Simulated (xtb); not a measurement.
C3F5O (SMILES O=C([C](F)F)C(F)(F)F), doublet, at a GFN2-xTB geometry; GFN-FF (xtb).

Input for xtb:
```
$ xtb mol.xyz --gfnff --uhf 1 --json

# file mol.xyz
9

O      0.47815048     0.78701659     1.72183290
C      0.31667736     0.29403693     0.62018288
C      1.36116504    -0.02561886    -0.28654524
F      2.62247885     0.18041603    -0.02599835
F      1.18233591    -0.55486511    -1.46832239
C     -1.10346250    -0.04784240     0.07520924
F     -2.04367988     0.26606422     0.95131728
F     -1.35657716     0.61600942    -1.06031737
F     -1.21250029    -1.35424531    -0.19976189
```

The log (banner, timings and long lists left out):

```
   ID    Z sym.   atoms
    1    8 O      1
    2    6 C      2, 3, 6
    3    9 F      4, 5, 7-9

           -------------------------------------------------
          |                Calculation Setup                |
           -------------------------------------------------

          ==================== Thresholds ====================
          CN  :   150.00000
          rep :   500.00000
          disp:  2500.00000
          HB1 :   250.00000
          HB2 :   450.00000

          Pauling EN used:
          Z : 6  EN :  2.55
          Z : 8  EN :  3.44
          Z : 9  EN :  3.98
          electric field strengths (au): 0.000

           -------------------------------------------------
          |           Force Field Initialization            |
           -------------------------------------------------

          distances ...
          ----------------------------------------
          generating topology and atomic info file ...
          pair mat ...
          computing topology distances matrix with Floyd-Warshall algo ...
          making topology EEQ charges ...
          #fragments for EEQ constrain: 1
          ----------------------------------------
          generating topology and atomic info file ...
          pair mat ...
          computing topology distances matrix with Floyd-Warshall algo ...
          making topology EEQ charges ...
          #fragments for EEQ constrain: 1
          rings ...
          # BATM   32
          # H in HB   0
          doing iterative Hueckel for 1 subsystem(s) ...

  atom   neighbors  erfCN metchar sp-hybrid imet pi  qest     coordinates
    1  O       1    0.98   0.00         2    0    1  -0.248    0.903573    1.487246    3.253793
    2  C       3    2.79   0.00         2    0    1   0.191    0.598433    0.555649    1.171976
    3  C       3    2.79   0.00         2    0    1   0.208    2.572229   -0.048413   -0.541492
    4  F       1    0.98   0.00         0    0    1  -0.077    4.955767    0.340937   -0.049130
    5  F       1    0.98   0.00         0    0    1  -0.077    2.234291   -1.048543   -2.774727
    6  C       4    3.49   0.00         3    0    0   0.248   -2.085242   -0.090409    0.142125
    7  F       1    0.98   0.00         0    0    0  -0.081   -3.861995    0.502789    1.797729
    8  F       1    0.98   0.00         0    0    0  -0.081   -2.563559    1.164089   -2.003709
    9  F       1    0.98   0.00         0    0    0  -0.081   -2.291293   -2.559153   -0.377495

          #atoms :   9
          #bonds :   8
          #angl  :   12
          #tors  :   12
          #nmol  :   1
          #optfrag :   1
           -------------------------------------------------
          |                   G F N - F F                   |
          |          A general generic force-field          |
          |                  Version 1.0.3                  |
           -------------------------------------------------
          Number of HB bonds (bound hydrogen)     0
          Number of HB bonds (unbound hydrogen)   0
          Number of XB bonds                      0

         :::::::::::::::::::::::::::::::::::::::::::::::::::::
         ::                     SUMMARY                     ::
         :::::::::::::::::::::::::::::::::::::::::::::::::::::
         :: total energy              -1.269998437584 Eh    ::
         :: gradient norm              0.052387578812 Eh/a0 ::
         ::.................................................::
         :: bond energy               -1.269594984313 Eh    ::
         :: angle energy               0.003658691512 Eh    ::
         :: torsion energy             0.000496450616 Eh    ::
         :: repulsion energy           0.084122679428 Eh    ::
         :: electrostat energy        -0.083496342072 Eh    ::
         :: dispersion energy         -0.003807319243 Eh    ::
         :: HB energy                  0.000000000000 Eh    ::
         :: XB energy                  0.000000000000 Eh    ::
         :: bonded atm energy         -0.001377613512 Eh    ::
         :: external energy            0.000000000000 Eh    ::
         :: add. restraining           0.000000000000 Eh    ::
         :: total charge              -0.000000000000 e     ::
         :::::::::::::::::::::::::::::::::::::::::::::::::::::

           -------------------------------------------------
          |                Property Printout                |
           -------------------------------------------------

molecular dipole:
                 x           y           z       tot (Debye)
 q only:        0.070      -0.136      -0.322       0.905

           -------------------------------------------------
          | TOTAL ENERGY               -1.269998437584 Eh   |
          | GRADIENT NORM               0.052387578812 Eh/α |
           -------------------------------------------------
########################################################################
[WARNING] Runtime exception occurred
-1- gfnff_setup: Could not read topology file.
########################################################################

normal termination of xtb
```
